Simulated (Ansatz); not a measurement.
Born–Oppenheimer molecular dynamics of ClFH4O2Sn (9 atoms, charge 0, multiplicity 1). It starts at the highest image of a converged band, a first-order saddle point between two minima.

The calculation used RKS PBE0/def2-SVP (Ansatz).

```json
{
 "ensemble": "NVE (velocity Verlet)",
 "time step": "0.5 fs",
 "steps asked": "200",
 "starting velocities drawn for": "100 K",
 "seed": "10152"
}
```

First frame:

```xyz
9
Properties=species:S:1:pos:R:3
Sn 0.154 0.197 -0.241
Cl -0.996 0.601 2.296
O 1.608 -0.025 -1.536
H 2.085 -0.855 -1.414
H -0.757 1.505 -0.797
O -0.328 -1.662 0.138
H -0.844 -1.675 0.958
F 1.422 0.856 1.336
H 0.524 0.842 2.038
```

Q: What does the run give?

A: The run went to its last step.

- steps done: 200
- time covered: 100 fs
- mean temperature over the second half: 110 K
- spread of the potential energy over the second half: 2.8 meV per atom
- mean potential energy of the second half above the start: -1.0 meV per atom

The conserved energy stayed within 0.032 meV per atom of its start (net change 0.026 meV per atom), so the integration is sound. A run of 0.1 ps of so small a system gives no equilibrium averages. The orbitals stay closed-shell, which can raise the energy where a bond breaks towards radicals; this wasn't checked here.

Q: What happens to the structure?

A: The step under study would form Sn1–F8, Cl2–H9 and break Sn1–Cl2, F8–H9. These pairs go: Sn1–F8 2.13 → 2.02 Å, Cl2–H9 1.56 → 1.36 Å, Sn1–Cl2 2.81 → 3.05 Å, F8–H9 1.14 → 1.66 Å. In the last frame they stand as after the step (other bonds may differ from the relaxed reactants and products). It ends as ClH + FH3O2Sn. Pairs count as bonded within 1.25 times the sum of covalent radii (0.12 Å more for H–H). This is one draw of velocities; another would differ in detail.

Q: How do temperature and energy run in time?

A: 
| time (fs) | T (K) | potential energy less start (eV) | conserved less start (meV/atom) |
| --- | --- | --- | --- |
| 0.0 | 100 | 0.000 | 0.00 |
| 8.0 | 65 | 0.032 | 0.01 |
| 16.0 | 42 | 0.052 | 0.02 |
| 24.0 | 42 | 0.053 | 0.02 |
| 32.0 | 38 | 0.057 | 0.02 |
| 40.0 | 33 | 0.061 | 0.02 |
| 48.0 | 70 | 0.028 | 0.01 |
| 56.0 | 87 | 0.011 | 0.01 |
| 64.0 | 86 | 0.013 | 0.01 |
| 72.0 | 94 | 0.006 | 0.02 |
| 80.0 | 113 | -0.012 | 0.02 |
| 88.0 | 127 | -0.024 | 0.03 |
| 96.0 | 155 | -0.050 | 0.02 |

The run took 8.4 min on 2 threads of Intel(R) Xeon(R) Platinum 8488C (Sapphire Rapids), on a shared host, peak memory 0.27 GiB.
